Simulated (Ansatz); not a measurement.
H$_{7}$N$_{2}$OScSi (`[NH2][Sc]([NH2])[O][SiH3]`), one more setting.

```yaml
crystal:
  periodic: [false, false, false]
  atoms:
    - {symbol: N, position_ang: [-1.034792, 1.853920, 1.526447]}
    - {symbol: Sc, position_ang: [-0.235882, 0.050316, 0.833762]}
    - {symbol: N, position_ang: [-0.052969, -1.372658, 2.079059]}
    - {symbol: O, position_ang: [0.194628, -0.131420, -0.959536]}
    - {symbol: Si, position_ang: [0.554433, -0.380241, -2.553858]}
    - {symbol: H, position_ang: [-1.341878, 2.074368, 2.429291]}
    - {symbol: H, position_ang: [-1.150371, 2.755575, 0.996658]}
    - {symbol: H, position_ang: [-0.149149, -1.349786, 3.121904]}
    - {symbol: H, position_ang: [0.386159, -2.396884, 1.781379]}
    - {symbol: H, position_ang: [1.562339, 0.796552, -3.042298]}
    - {symbol: H, position_ang: [1.282787, -1.594155, -2.662614]}
    - {symbol: H, position_ang: [-0.427913, -0.148562, -3.500083]}
basis:
  gaussian: {orbitals: def2-mTZVP}
hamiltonian: {xc: {name: B2PLYP}}
scf: {lower_state_search: light}
output: {forces: true}
```

```sh
$ ansatz run in.yaml --threads 4 --pin off --events-out ev --progress --plain --max-ram 11315MiB
```

Output, abridged:

```
Functional definition: B2PLYP
1400 factors; integrals over basis functions are off by at most 1.2e-3 eV
mean field evaluation 1: about -33686.5701 eV, gradient 9.4e1 eV
mean field evaluation 2: about -33686.6088 eV, gradient 9.4e1 eV
mean field evaluation 4: about -33702.2730 eV, gradient 1.5e1 eV
mean field evaluation 8: about -33702.7804 eV, gradient 2.6e-1 eV
mean field evaluation 16: about -33702.7930 eV, gradient 1.4e-4 eV
mean field -33702.79297594 eV, -1238.5547972923 hartree, gradient 2.2e-6 eV, S^2 0.000000; 0 other end points of the search recorded, 0 dependent functions left out
13 core orbitals not correlated: weight in the atoms' cores, before any rotation towards them, 1.000 or more for the frozen orbitals, at most 0.000 for the correlated occupied ones
reference -33702.79317915 eV, -1238.5548047601 hartree; 19, 19 occupied and 106, 106 virtual orbitals, 1400 factors
second order -30.52396764 eV of doubles, -0.00000000 eV of singles
Total energy: -33711.03465041 eV, -1238.8576732428 hartree
Atom 0 at    -1.034792     1.853920     1.526447 Å, force     0.767500     0.134931    -2.580996 eV/Å
Atom 1 at    -0.235882     0.050316     0.833762 Å, force    -1.199741     3.090147     0.543760 eV/Å
Atom 2 at    -0.052969    -1.372658     2.079059 Å, force     1.687201    -4.774196     1.323751 eV/Å
Atom 3 at     0.194628    -0.131420    -0.959536 Å, force     0.088528    -0.479255    -2.135024 eV/Å
Atom 4 at     0.554433    -0.380241    -2.553858 Å, force     2.877232     2.870760     1.309017 eV/Å
Atom 5 at    -1.341878     2.074368     2.429291 Å, force    -0.551120     0.189124     1.826826 eV/Å
Atom 6 at    -1.150371     2.755575     0.996658 Å, force     0.226074    -1.299411     0.437854 eV/Å
Atom 7 at    -0.149149    -1.349786     3.121904 Å, force     0.138089    -0.321666    -1.188455 eV/Å
Atom 8 at     0.386159    -2.396884     1.781379 Å, force    -1.507152     3.312686     1.266140 eV/Å
Atom 9 at     1.562339     0.796552    -3.042298 Å, force    -0.838469    -1.294829     0.657489 eV/Å
Atom 10 at     1.282787    -1.594155    -2.662614 Å, force     0.330904    -1.220492    -0.310062 eV/Å
Atom 11 at    -0.427913    -0.148562    -3.500083 Å, force    -2.019045    -0.207800    -1.150300 eV/Å
Dipole moment:    -0.052230    -0.273894     0.306928 e Å
```

Run time 7.5 s (4 threads of an Intel Xeon Platinum 8259CL on a shared host); peak host memory 0.54 GiB.
